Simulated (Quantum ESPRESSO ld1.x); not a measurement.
Pb35+, 47 electrons, occupied as [Kr] 4d10 4f1. All-electron calculation, Dirac Kohn-Sham, PBE, spin-unpolarised, spherical densities, point nucleus; open shells fill j = l - 1/2 first. Program: ld1.x of Quantum ESPRESSO 7.5.

Unscreened Slater integrals over Kohn-Sham orbitals (cm^-1). Large and small components are both included. Empty in this configuration: 4f7/2.

integral,value
"F0(4f5/2,4f5/2)",552310
"F2(4f5/2,4f5/2)",294170
"F4(4f5/2,4f5/2)",192420
"F0(4f5/2,4d5/2)",525230
"F2(4f5/2,4d5/2)",261420
"F4(4f5/2,4d5/2)",169630
"G1(4f5/2,4d5/2)",267080
"G3(4f5/2,4d5/2)",184180
"G5(4f5/2,4d5/2)",135320
"F0(4f5/2,4d3/2)",530990
"F2(4f5/2,4d3/2)",265460
"G1(4f5/2,4d3/2)",277290
"G3(4f5/2,4d3/2)",190080
"F0(4f5/2,4p3/2)",524070
"F2(4f5/2,4p3/2)",263170
"G2(4f5/2,4p3/2)",206060
"G4(4f5/2,4p3/2)",151620
"F0(4f5/2,4f7/2)",549850
"F2(4f5/2,4f7/2)",293240
"F4(4f5/2,4f7/2)",191900
"G2(4f5/2,4f7/2)",290910
"G4(4f5/2,4f7/2)",190450
"G6(4f5/2,4f7/2)",139540
"F0(4d5/2,4d5/2)",510430
"F2(4d5/2,4d5/2)",260320
"F4(4d5/2,4d5/2)",176970
"F0(4d5/2,4d3/2)",515430
"F2(4d5/2,4d3/2)",262330
"G2(4d5/2,4d3/2)",260830
"G4(4d5/2,4d3/2)",177370
"F0(4d5/2,4p3/2)",509000
"F2(4d5/2,4p3/2)",260810
"G1(4d5/2,4p3/2)",323180
"G3(4d5/2,4p3/2)",207120
"F0(4d5/2,4f7/2)",523180
"F2(4d5/2,4f7/2)",261480
"F4(4d5/2,4f7/2)",170020
"G1(4d5/2,4f7/2)",269280
"G3(4d5/2,4f7/2)",185650
"G5(4d5/2,4f7/2)",136380
"F0(4d3/2,4d3/2)",520650
"F2(4d3/2,4d3/2)",264720
"F0(4d3/2,4p3/2)",513880
"F2(4d3/2,4p3/2)",262420
"G1(4d3/2,4p3/2)",321440
"G3(4d3/2,4p3/2)",206590
"F0(4d3/2,4f7/2)",528860
"F2(4d3/2,4f7/2)",265420
"G3(4d3/2,4f7/2)",189930
"G5(4d3/2,4f7/2)",139160
"F0(4p3/2,4p3/2)",508960
"F2(4p3/2,4p3/2)",264980
"F0(4p3/2,4f7/2)",522080
"F2(4p3/2,4f7/2)",263310
"G2(4p3/2,4f7/2)",207640
"G4(4p3/2,4f7/2)",152680
"F0(4f7/2,4f7/2)",547440
"F2(4f7/2,4f7/2)",292370
"F4(4f7/2,4f7/2)",191430
"F6(4f7/2,4f7/2)",140280
